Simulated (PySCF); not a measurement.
F2H4N2Si. Atoms are numbered in the order given.

```xyz
9

N     -1.3432     0.3655    -0.9619
Si     0.0000     0.0000     0.0018
N      1.3432    -0.3655    -0.9619
F     -0.5114    -1.1623     1.0054
F      0.5114     1.1623     1.0054
H     -1.2842     1.0350    -1.7182
H     -2.2859     0.2556    -0.6099
H      1.2842    -1.0350    -1.7182
H      2.2859    -0.2556    -0.6099
```
Charge 0, spin multiplicity 1.

Geometry optimised at PBE0-D3(BJ)/def2-SVP. One conformer was computed; it need not be the lowest.

The numbers are results of TDA-PBE/def2-SVPD in PySCF 2.14.0, not measurements.

Vertical excitations.  State labels are in the subgroup C2.

Computed UV-visible absorptions:
```csv
state,symmetry,energy (eV),λ (nm),f,main pairs
S1,A,6.23,199,0.027,HOMO→LUMO 99 %
S2,B,6.27,198,0.045,HOMO−1→LUMO 99 %
S3,B,7.33,169,0.024,HOMO→LUMO+1 99 %
S4,A,7.35,169,0.010,HOMO−1→LUMO+1 99 %
S5,A,8.08,153,0.002,HOMO→LUMO+2 93 %
S6,B,8.11,153,0.006,HOMO−1→LUMO+2 90 %
S7,A,8.26,150,0.002,HOMO→LUMO+3 99 %
S8,B,8.29,150,0.010,HOMO−1→LUMO+3 99 %
S9,B,8.52,146,0.008,"HOMO→LUMO+5 64 %, HOMO→LUMO+4 35 %"
S10,A,8.56,145,0.010,"HOMO−1→LUMO+5 71 %, HOMO−1→LUMO+4 28 %"
T1,A,5.98,207,0,HOMO→LUMO 99 %
T2,B,6.01,206,0,HOMO−1→LUMO 99 %
T3,B,7.11,174,0,HOMO→LUMO+1 99 %
T4,A,7.14,174,0,HOMO−1→LUMO+1 99 %
```
Triplets are in the Tamm–Dancoff approximation.
